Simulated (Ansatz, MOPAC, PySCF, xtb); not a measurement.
The molecule GaF, closed-shell singlet (the spin of the measured ground state). No spin–orbit coupling. Ga is treated without relativity.

Seven points along R, fitted to fifth degree in 1/R; most abundant isotopes. In def2 and cc sets the state is the lowest found near the PBE0 minimum, followed along R. The singlet is held restricted. HF and MP2 rows in def2 and cc sets belong to the determinant that coupled cluster picked by its CCSD energy.

Run with Ansatz (an electronic-structure program); MOPAC for AM1, PM3, PM6, PM7 (differences of heats of formation); PySCF for LANL2DZ rows; xtb for the GFN methods. Values without a source in brackets are computed.

```
level                                r_e (Å)  ω_e (cm⁻¹)  B_e (cm⁻¹)  ω_e x_e (cm⁻¹)  D_e (eV)  dipole (D)
-----------------------------------  -------  ----------  ----------  --------------  --------  ----------
AM1                                    1.727         608       0.379             2.0         -           -
PM3                                    1.783         849       0.356              17         -           -
PM6                                    1.772         698       0.361             2.2         -           -
PM7                                    1.777         699       0.358             2.9         -           -
GFN1-xTB                               1.879         396       0.320         -0.0099         -           -
GFN2-xTB                               1.799         414       0.350         -0.0020         -           -
HF/def2-TZVPP                          1.766         654       0.363             3.5         -           -
HF/def2-QZVPP                          1.762         655       0.365             3.6         -           -
SVWN5/def2-TZVPP                       1.776         625       0.359             3.1      7.17        2.11
PBE/def2-TZVPP                         1.811         587       0.345             3.0      6.29        2.23
BP86/LANL2DZ                           1.790         549       0.353             2.3         -        2.23
r2SCAN/def2-TZVPP                      1.782         626       0.356             3.1      6.11        2.05
B97M-V/def2-TZVPP                      1.782         618       0.356             3.3      6.11        2.16
B3LYP/LANL2DZ                          1.773         569       0.360             2.4         -        2.40
B3LYP/def2-TZVPP                       1.800         602       0.349             3.1      6.03        2.38
PBE0/def2-TZVPP                        1.787         619       0.355             3.1      5.94        2.22
BHLYP/def2-TZVPP                       1.777         634       0.358             3.3      5.64        2.34
CAM-B3LYP/def2-TZVPP                   1.785         623       0.355             3.1      6.13        2.30
wB97X-V/def2-TZVPP                     1.787         624       0.355             3.1      6.13        2.18
wB97M-V/def2-TZVPP                     1.789         620       0.354             3.1      6.10        2.26
B2PLYP/def2-TZVPP                      1.792         614       0.353             3.1      6.09           -
MP2/def2-TZVPP                         1.781         631       0.357             3.0         -           -
MP2/CBS(def2-TZVPP, def2-QZVPP)        1.771         621       0.361             3.2         -           -
SCS-MP2/def2-TZVPP                     1.784         628       0.356             3.0         -           -
SCS-MP2/def2-QZVPP                     1.777         623       0.358             3.2         -           -
CCSD/def2-TZVPP                        1.777         639       0.359             3.1      5.83           -
CCSD/def2-QZVPP                        1.768         639       0.362             3.2      5.97           -
CCSD(T)/def2-TZVPP                     1.781         634       0.357             3.1      5.98           -
CCSD(T)/def2-QZVPP                     1.773         631       0.360             3.2      6.14           -
CCSD(T)/CBS(def2-TZVPP, def2-QZVPP)    1.771         630       0.361             3.2      6.23           -
```

D_e counts from each atom's lowest state at the same level, without counterpoise or zero-point energy.

Correlated levels freeze the inner cores; with def2 sets outer-core shells near the valence are correlated too. CBS: X⁻³ extrapolation of the correlation energy, Hartree–Fock from the larger set. Rows in LANL2DZ carry no dispersion term and start afresh at each structure. LANL2DZ brings its own core potentials from Na on. The state that AM1, PM3, PM6, PM7 reach isn't checked; PM7 holds dispersion and hydrogen-bond terms.

Measured for the ground state: r_e 1.7744 Å [microwave values compiled in ACS Omega 2, 8373 (2017)]. ω_e 622.2 cm-1, ω_e x_e 3.2 cm-1, B_e 0.35952 cm-1, α_e 0.0028642 cm-1 [Huber and Herzberg (1979), NIST Chemistry WebBook]. D_0 6.014 ± 0.14 eV (a handbook's tabulated 298 K bond energy less 3RT/2; such tables hold older values) [Luo, bond dissociation energies, CRC Handbook]. dipole 2.4 D [compilation of Liu, Meijer and Pérez-Ríos].
